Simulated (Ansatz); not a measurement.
`[CH3][Al]([CH3])[SeH]`, relaxed with RKS PBE0-D4/def2-TZVP in Ansatz 0.2.0 from a PBE-D4/def2-SVP geometry. The force threshold is 0.005 eV/Å; the program also tests the step.

The species carries charge 0 and has multiplicity 1.

Start:

```xyz
11

C    -1.593    0.321   -0.571
Al    0.113   -0.024    0.344
C     1.823   -0.300   -0.586
Se    0.187   -0.144    2.684
H    -2.465    0.404    0.108
H    -1.528    1.262   -1.159
H    -1.806   -0.490   -1.301
H     2.639    0.318   -0.155
H     2.151   -1.359   -0.495
H     1.755   -0.066   -1.668
H    -1.277    0.079    2.798
```

(1) By how much does the energy fall, and how many steps does the optimiser take? (Best estimate.)

(2) Which bonds change most? (Estimate.)

(3) Give the relaxed structure. (Best estimate.)

Results:

(1) Ansatz gave: 3.84 kJ/mol, in 36 steps, 7 of them rejected.

(2) Ansatz gave: C3–H8 from 1.110 to 1.092 Å; Al2–C3 from 1.966 to 1.949 Å; C1–H7 from 1.112 to 1.094 Å; Se4–H11 from 1.486 to 1.469 Å.

(3) The calculation gave: 
```xyz
11

C    -1.591    0.190   -0.573
Al    0.121    0.002    0.342
C     1.814   -0.306   -0.573
Se    0.221    0.158    2.665
H    -2.446    0.137    0.104
H    -1.639    1.154   -1.092
H    -1.713   -0.584   -1.338
H     2.668   -0.307    0.108
H     1.801   -1.269   -1.094
H     1.992    0.460   -1.335
H    -1.228    0.365    2.787
```
